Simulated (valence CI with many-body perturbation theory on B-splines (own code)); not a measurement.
## Forbidden lines of Pt XLVII

Calculated by valence CI with perturbative core correlation (CI+MBPT): four valence electrons over a frozen Dirac-Fock core [Ar] 3d10, radial functions for each j: 11 s, 11 p, 9 d, 7 f, 5 g, 2 h, 1 i, with the one-electron correlation potential Σ1 (screened to all orders), the two-electron term Σ2, the three-electron term Σ3, Breit, model QED; selected single and double excitations, second order for the rest (own B-spline code, finite nucleus).

No measured spectrum was set against this ion. As an estimate, large intervals hold to a few tenths of a per cent, small ones and those within an open d or f shell to about a per cent.

Lines 1 to 13 of 13 in falling wavelength, among levels below 592.64 eV, chosen from the decays that carry over 1 % of a level's rate. Wavelengths and rates use the calculated energies. Electric multipoles are in the length gauge, E1 and E2 with the static RPA response of the core. S is in atomic units (e²a₀⁴ for E2 and M2, e²a₀⁶ for E3), for M1 in squared Bohr magnetons. Weak lines are less certain than strong ones. Lines between different terms over intervals too small for the method are left out, as are lines whose strength nearly cancels.

Levels are named by their leading jj configuration (3d3/2^4 stands for four electrons in 3d with j = 3/2), which in mixed levels can hold well under half, so a name can repeat and another be missing.

```
λ vac (Å)                   Upper                   Lower  Type   A (s⁻¹)  S (a.u.)
    142.2  (4s^2 4p3/2 4d5/2) J=4  (4s 4p1/2 4p3/2^2) J=3    M1  4.50e+05  4.33e-01
    103.8  (4s^2 4p3/2 4d5/2) J=4  (4s^2 4p1/2 4d5/2) J=3    M1  8.91e+06  3.33e+00
    103.8  (4s^2 4p3/2 4d5/2) J=4  (4s^2 4p1/2 4d5/2) J=3    E2  1.62e+05  1.57e-02
    102.4  (4s^2 4p3/2 4d5/2) J=4  (4s^2 4p1/2 4d5/2) J=2    E2  2.45e+05  2.22e-02
    101.1  (4s^2 4p1/2 4p3/2) J=1      (4s^2 4p1/2^2) J=0    M1  1.18e+07  1.36e+00
    98.24      (4s^2 4p3/2^2) J=2  (4s^2 4p1/2 4p3/2) J=2    M1  9.57e+06  1.68e+00
    98.24      (4s^2 4p3/2^2) J=2  (4s^2 4p1/2 4p3/2) J=2    E2  8.34e+05  3.41e-02
    97.38  (4s^2 4p1/2 4p3/2) J=2      (4s^2 4p1/2^2) J=0    E2  4.58e+05  1.79e-02
    94.76      (4s^2 4p3/2^2) J=2  (4s^2 4p1/2 4p3/2) J=1    M1  9.89e+06  1.56e+00
    94.76      (4s^2 4p3/2^2) J=2  (4s^2 4p1/2 4p3/2) J=1    E2  3.98e+05  1.36e-02
    91.03      (4s^2 4p3/2^2) J=0  (4s^2 4p1/2 4p3/2) J=2    E2  1.65e+06  9.22e-03
    88.04      (4s^2 4p3/2^2) J=0  (4s^2 4p1/2 4p3/2) J=1    M1  2.33e+07  5.90e-01
    57.17  (4s^2 4p3/2 4d5/2) J=4  (4s 4p1/2^2 4p3/2) J=2    E2  1.50e+05  7.37e-04
```
